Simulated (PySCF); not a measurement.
## Computed properties of GeFBr, SMILES [F][Ge][Br]

GeFBr, SMILES [Ge]([Br])[F] (connectivity only; charge and spin as stated), neutral, multiplicity 1. Coordinates come from a PBE0-D3(BJ)/def2-TZVP optimisation. One conformer was computed; it need not be the lowest. All values are computed for the isolated molecule unless a solvent is named; none is compared with measurement here.

**Structure.** The optimised structure has Cs symmetry. All 3 harmonic modes at PBE0-D3(BJ)/def2-TZVP (PySCF) are real, so it is a minimum. With heavy atoms numbered as in [Ge:1]([F:2])[Br:3], the shortest bond between them is Ge1–F2 at 1.748 Å and the longest Ge1–Br3 at 2.341 Å.

**Vibrations.** The strongest infrared lines (harmonic, unscaled, degenerate partners summed) lie at 673 cm⁻¹ (116 km/mol, F 79 %, Ge 21 %), 297 cm⁻¹ (64 km/mol, Ge 57 %, Br 41 %), 178 cm⁻¹ (2 km/mol, F 70 %, Br 21 %, Ge 10 %). The softest mode is at 178 cm⁻¹ and the zero-point energy is 1.6 kcal/mol.

**Electronic structure.** M06-2X/def2-TZVPD (PySCF) places the frontier levels at -9.24 and -2.11 eV, a gap of 7.13 eV, and gives a dipole moment of 2.22 D and a mean polarisability of 54.2 bohr³.

**Excitations.** TDA-B3LYP/def2-SVPD (PySCF) has S1 at 3.98 eV (311 nm, f = 0.009, weak); the most intense of the 10 singlets computed lies at 7.02 eV (f = 0.14). T1 (TDA) is at 3.01 eV, 0.97 eV under S1. No vertical singlet excitation falls in the visible range (under 3.1 eV).

**NMR.** GIAO shifts at PBE0/pcSseg-2 (PySCF) (non-relativistic, atoms alike by connectivity averaged): ¹⁹F at 89.7 ppm against CFCl3. Without spin–orbit terms, shifts of atoms bonded to Cl or Br come out too high.
